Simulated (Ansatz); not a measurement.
AlClI2, SMILES `[Cl][Al]([I])[I]` with one electron removed (charge 1, multiplicity 2), frozen-core CCSD(T)/def2-TZVPP // PBE0-D3(BJ)/def2-TZVP run with Ansatz (a quantum-chemistry and plane-wave program). The run hit its time limit unfinished.

Ansatz 0.2 input:
```yaml
crystal:
  periodic: [false, false, false]
  atoms:
    - { symbol: Cl, position_ang: [-0.087307, 2.15934, -0.012976] }
    - { symbol: Al, position_ang: [-0.003346, 0.082686, -0.000502] }
    - { symbol: I, position_ang: [-2.080102, -1.206947, 0.007586] }
    - { symbol: I, position_ang: [2.170755, -1.035079, 0.005891] }
basis:
  gaussian: { orbitals: def2-TZVPP }
correlation:
  method: ccsd_t
total_charge: 1
magnetization:
  spin_polarized: true
  initial_magnetization: 1
```

The last lines of the output:

```
determinant -35228.53302975 eV, -1294.6247100861 hartree, with singles and doubles -35260.49740648 eV, -1295.7993792647 hartree
determinant -35228.31557754 eV, -1294.6167188647 hartree, with singles and doubles -35260.25876428 eV, -1295.7906093255 hartree
determinant -35228.31555937 eV, -1294.6167181968 hartree, with singles and doubles -35260.25874949 eV, -1295.7906087819 hartree
determinant -35228.27844521 eV, -1294.6153542766 hartree, with singles and doubles -35260.55293352 eV, -1295.8014198456 hartree
determinant -35227.97711247 eV, -1294.6042805028 hartree, with singles and doubles -35260.24537978 eV, -1295.7901174543 hartree
determinant -35227.51528504 eV, -1294.5873086576 hartree, with singles and doubles -35259.92609304 eV, -1295.7783838829 hartree
determinant -35227.38597595 eV, -1294.5825566364 hartree, with singles and doubles -35259.78828779 eV, -1295.7733196334 hartree
determinant -35226.85778265 eV, -1294.5631458905 hartree, with singles and doubles -35259.21959357 eV, -1295.7524205062 hartree
determinant -35226.73455536 eV, -1294.5586173714 hartree, with singles and doubles -35258.64559591 eV, -1295.7313264814 hartree
determinant -35225.94279659 eV, -1294.5295207730 hartree, with singles and doubles -35258.49801238 eV, -1295.7259028865 hartree
determinant -35225.26449262 eV, -1294.5045935621 hartree, with singles and doubles -35257.78647464 eV, -1295.6997543569 hartree
determinant -35228.53304680 eV, -1294.6247107127 hartree, with singles and doubles -35260.46279647 eV, -1295.7981073703 hartree
determinant -35228.53302975 eV, -1294.6247100861 hartree, with singles and doubles -35260.46278217 eV, -1295.7981068448 hartree
determinant -35228.31557754 eV, -1294.6167188647 hartree, with singles and doubles -35260.22476265 eV, -1295.7893597885 hartree
determinant -35228.31555937 eV, -1294.6167181968 hartree, with singles and doubles -35260.22474747 eV, -1295.7893592306 hartree
determinant -35228.27844521 eV, -1294.6153542766 hartree, with singles and doubles -35260.51876733 eV, -1295.8001642612 hartree
determinant -35228.53304680 eV, -1294.6247107127 hartree, with singles and doubles -35260.51024310 eV, -1295.7998510018 hartree
determinant -35228.53302975 eV, -1294.6247100861 hartree, with singles and doubles -35260.51023265 eV, -1295.7998506175 hartree
determinant -35228.31557754 eV, -1294.6167188647 hartree, with singles and doubles -35260.25602493 eV, -1295.7905086563 hartree
```
